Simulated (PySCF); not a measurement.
## Two-dimensional NMR puzzle

Compound of formula C6H9N3O. Correlations simulated from computed shifts and the bond graph:

HSQC (one-bond C–H):
```
  δH     δC
7.90  129.3
4.20   47.2
2.68   29.5
1.42   19.8
```

COSY cross peaks (H two or three bonds apart, from the bond graph; peaks can be absent where the dihedral angle is near 90°):
```
  δH    δH
4.20  1.42
```

HMBC (two and three bonds, from the bond graph; two-bond peaks within aromatic rings are usually weak or absent):
```
  δH                  δC
7.90  196.7, 154.7, 47.2
4.20         129.3, 19.8
2.68        196.7, 154.7
1.42                47.2
```

Carbons without hydrogens: δ 196.7, 154.7.

PySCF calculation with geometry: PBE0-D3(BJ)/def2-SVP and NMR shieldings at B3LYP/pcSseg-1/GIAO; fast rotation and ring inversion assumed for equivalent nuclei, one conformer, no relativistic terms, no solvent model.

Scale: TMS for ¹H (σref 31.38) and ¹³C (σref 179.24) (reference shieldings calculated alike).

Exchangeable hydrogens are left out of these lists.

Q: Which molecule is this?

A: `N1=NC(C(C)=O)=CN1CC`.

Atoms are numbered as in `[CH3:1][CH2:2][n:3]1[cH:4][c:5]([C:6]([CH3:7])=[O:8])[n:9][n:10]1`. Each H is labelled by its parent atom.

- δC 196.7 is C6, a ketone carbonyl carbon.
- δC 154.7 is C5, a substituted aromatic carbon next to a ring nitrogen.
- δC 129.3 is C4, an aromatic CH next to a ring nitrogen (δH 7.90).
- δC 47.2 is C2, an sp3 CH2 bonded to N (δH 4.20).
- δC 29.5 is C7, a methyl carbon α to a carbonyl (δH 2.68).
- δC 19.8 is C1, a methyl carbon (δH 1.42).
- HMBC from δH 7.90 reaches the proton-free carbons C6, C5.
- HMBC from δH 2.68 reaches the proton-free carbons C6, C5.
- COSY links 4.20–1.42.

The shifts were computed for this structure.

Shifts are as computed. Against solution values, carbons near 30 ppm lie about +2 ppm off and those near 130 ppm about +6 ppm (rms about the fit 1.1 ppm; single classes can miss by 10 ppm). Of 1328 compounds with measured shifts, 309 miss one by over three times the rms of a fit or turn the order of signals round; such compounds aren't used in these exercises. Signals without a measured value on file couldn't be tested in this way.
